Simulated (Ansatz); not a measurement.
The cluster Pt2H2. The state is a singlet with charge 0. Geometry relaxed at PBE0-D4/def2-TZVP.

```xyz
4

Pt    0.5937   -0.9796    0.5878
Pt    0.0966    1.2584   -0.2547
H    -1.2295    1.2989    0.4625
H     0.5391   -1.5777   -0.7956
```

In the def2 sets Pt takes a core potential; there is no spin–orbit coupling. The structure comes from a short search, and lower isomers may exist.

Estimate the harmonic wavenumbers at RKS PBE0-D4/def2-TZVP (Ansatz, unscaled). Is this a minimum?

142, 196, 450, 506, 2479, 2485 cm⁻¹. Yes, no mode is imaginary beyond noise. Zero-point energy 37.4 kJ/mol. Hardware: 4 threads of Arm Neoverse V2 on a shared host. Wall time 23 s.
